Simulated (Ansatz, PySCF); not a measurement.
Gas-phase reaction (SMILES): [F][Al]([Cl])[Cl] + Cl (HCl) → [Cl][Al]([Cl])[Cl] + F (HF); hydrogen chloride cleaves one Al-F bond, a model of a ligand-exchange step.

Structures are relaxed separately at B3LYP-D3(BJ)/def2-TZVP in Ansatz (a program for electronic structure). Cores are frozen in the correlated levels unless marked. Spin-orbit coupling is left out. No relativistic terms. Basis-set limits of correlation are two-point, X^-3; Hartree-Fock from the larger set. Thermal terms are rigid-rotor harmonic-oscillator values from B3LYP-D3(BJ) frequencies (Ansatz or PySCF) at 298.15 K and 1 atm. 1 Eh = 627.5095 kcal/mol.

```csv
species,"E, CCSD(T)/CBS(cc-pV(T+d)Z,cc-pV(Q+d)Z) (Ansatz) (Eh)","E, wB97M-V/def2-TZVPD (Ansatz) (Eh)",H - E (Eh)
[F][Al]([Cl])[Cl],-1261.57724,-1262.90046,0.01172
Cl (HCl),-460.37849,-460.79070,0.01000
[Cl][Al]([Cl])[Cl],-1621.55610,-1623.22138,0.01106
F (HF),-100.39146,-100.46200,0.01259
```

Problem. Work out ΔE and ΔH at 298.15 K at the first level, then ΔH at the second.

Solution. 
1. ΔE = [(-1621.55610) + (-100.39146)] - [(-1261.57724) + (-460.37849)] = 0.00817 Eh = 5.1 kcal/mol at CCSD(T)/CBS(cc-pV(T+d)Z,cc-pV(Q+d)Z).
2. The terms H - E add up to 0.00193 Eh, so ΔH = (0.00817 + (0.00193))×627.5095 = 6.3 kcal/mol.
3. At wB97M-V/def2-TZVPD the same steps give ΔE = 4.9 and ΔH = 6.1 kcal/mol, a shift of -0.2 from the first level.
4. These values are not checked against measurement here, since the tables used lack a sound gas-phase enthalpy of formation for at least one species.
